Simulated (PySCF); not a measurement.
**As¹⁵⁺ (arsenic, charge +15): Hartree-Fock from Schrödinger to Dirac-Coulomb-Breit**

Occupied: 1s1/2, 2s1/2, 2p1/2, 2p3/2, 3s1/2, 3p1/2, 3p3/2. Hartree-Fock calculated with PySCF 2.14 in an uncontracted even-tempered set (18 s from 0.57 bohr⁻², ratio 2.7; 13 p from 0.68 bohr⁻², ratio 2.7), Gaussian nucleus throughout. NR is non-relativistic, sf-X2C the spin-free one-electron X2C Hamiltonian, X2C adds the bare one-electron spin-orbit term, X2C-SNSO screens it by Boettger's factors, DC is four-component Dirac-Coulomb, and the Gaunt and Breit terms are added at first order (total energies over the DC spinors, levels after relaxing the spinors in that mean field). QED terms are absent. Levels marked empty are virtual spinors of this ion; the basis has s and p functions only, so 3d, which can lie below the n = 4 levels, is absent.

| Hamiltonian | E (hartree) | E − E(DC) (hartree) | CPU seconds |
| --- | --- | --- | --- |
| NR | -2125.2906 | 25.6097 | 0.33 |
| sf-X2C | -2150.4242 | 0.4761 | 0.19 |
| X2C | -2150.5394 | 0.3609 | 0.29 |
| X2C-SNSO | -2150.5257 | 0.3746 | 0.29 |
| DC | -2150.9003 | 0.0000 | 9.3 |
| DC+Gaunt | -2149.7468 | 1.1535 | 16 |
| DC+Breit | -2149.8535 | 1.0468 | 47 |

Question: Give the 2p spin-orbit interval with each Hamiltonian that has one.

Answer: X2C 40.01; X2C-SNSO 37.54; DC 37.14; DC+Gaunt 36.41; DC+Breit 36.42 (eV).

| level (eV) | NR | sf-X2C | X2C | X2C-SNSO | DC | DC+Gaunt | DC+Breit |
| --- | --- | --- | --- | --- | --- | --- | --- |
| 1s1/2 | -12288.9 | -12462.0 | -12461.7 | -12461.7 | -12468.6 | -12450.9 | -12452.0 |
| 2s1/2 | -2052.0 | -2092.4 | -2092.3 | -2092.3 | -2092.9 | -2091.5 | -2091.6 |
| 2p1/2 | -1885.4 | -1894.2 | -1921.3 | -1919.6 | -1919.7 | -1917.2 | -1917.5 |
| 2p3/2 | -1885.4 | -1894.2 | -1881.3 | -1882.1 | -1882.6 | -1880.8 | -1881.1 |
| 3s1/2 | -650.03 | -659.25 | -659.23 | -659.24 | -659.36 | -659.11 | -659.13 |
| 3p1/2 | -587.44 | -590.02 | -595.27 | -594.94 | -594.94 | -594.50 | -594.55 |
| 3p3/2 | -587.44 | -590.02 | -587.49 | -587.64 | -587.72 | -587.42 | -587.48 |
| 4s1/2 (empty) | -276.67 | -279.55 | -279.55 | -279.55 | -279.58 | -279.50 | -279.51 |
| 4p1/2 (empty) | -256.95 | -257.90 | -259.40 | -259.31 | -259.31 | -259.17 | -259.19 |
| 4p3/2 (empty) | -256.95 | -257.90 | -257.18 | -257.23 | -257.25 | -257.16 | -257.18 |

Weight of the small component: 1s1/2 0.0143, 2s1/2 0.00284, 2p1/2 0.00280, 2p3/2 0.00275, 3s1/2 0.000847, 3p1/2 0.000804, 3p3/2 0.000793, 4s1/2 0.000327, 4p1/2 0.000307, 4p3/2 0.000303.

Koopmans' value for the highest occupied level at DC+Breit: 587.48 eV, against an ionisation energy of 587.6 ± 1.9 eV (semi-empirical (NIST evaluation); NIST Atomic Spectra Database, ionization energies); the former lacks relaxation, correlation, QED and recoil.

The whole ladder took 76 s of wall time on 1 thread of Neoverse-V1 (shared host), launched as `OMP_NUM_THREADS=1 python relrun2.py TASK.json OUT` (a driver that calls PySCF for each Hamiltonian).

Dirac-Coulomb iterations, started from the X2C spinors:

```
with_ssss True, with_gaunt False, with_breit False
light speed = 137.03599967994
init E= -2148.78657494343
cycle= 1 E= -2150.90023755098  delta_E= -2.11  |g|= 0.311  |ddm|= 0.038
cycle= 2 E= -2150.90030444158  delta_E= -6.69e-05  |g|= 0.00727  |ddm|= 0.00589
cycle= 3 E= -2150.90030497175  delta_E= -5.3e-07  |g|= 0.000681  |ddm|= 0.000806
cycle= 4 E= -2150.90030497698  delta_E= -5.22e-09  |g|= 4.15e-06  |ddm|= 7.25e-05
```
